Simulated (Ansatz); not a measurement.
System: C₃H₆S, net charge 0, singlet state. SMILES: C1CSC1
Structure (B3LYP-D3(BJ)/def2-TZVP (Ansatz, a quantum-chemistry and plane-wave program) minimum search):
```xyz
10

C      0.0008     1.3184     0.2509
C     -1.1480     0.2936     0.2181
S     -0.0008    -1.0285    -0.3774
C      1.1487     0.2927     0.2156
H      0.0020     1.9898     1.1112
H      0.0000     1.9219    -0.6563
H     -1.9694     0.5086    -0.4615
H     -1.5445     0.0509     1.2035
H      1.9688     0.5071    -0.4659
H      1.5473     0.0497     1.2000
```
Charge 0, spin multiplicity 1.

Wanted: vertical triplet-singlet gap (E(triplet) - E(singlet); each state is the SCF solution reached for its spin), in kJ/mol. Valence correlation only, unless marked. UHF or UKS for open shells. No spin-orbit coupling. No relativistic terms. 

```tsv
level	program	vertical triplet-singlet gap (kJ/mol)
HF/aug-cc-pV(D+d)Z	Ansatz	384.1
HF/aug-cc-pV(T+d)Z	Ansatz	377.6
HF/aug-cc-pV(Q+d)Z	Ansatz	376.9
PBE/def2-TZVPD	Ansatz	367.2
r2SCAN/def2-TZVPD	Ansatz	370.6
B3LYP/def2-TZVPD	Ansatz	382.4
PBE0/def2-TZVPD	Ansatz	380.4
wB97X-V/def2-TZVPD	Ansatz	408.2
B2PLYP/def2-TZVPD	Ansatz	392.1
RI-MP2/aug-cc-pV(T+d)Z	Ansatz	408.1
RI-MP2/aug-cc-pV(Q+d)Z	Ansatz	410.1
SCS-MP2/aug-cc-pV(D+d)Z	Ansatz	419.3
CCSD/aug-cc-pV(D+d)Z	Ansatz	405.4
CCSD(T)/aug-cc-pV(D+d)Z	Ansatz	403.8
```
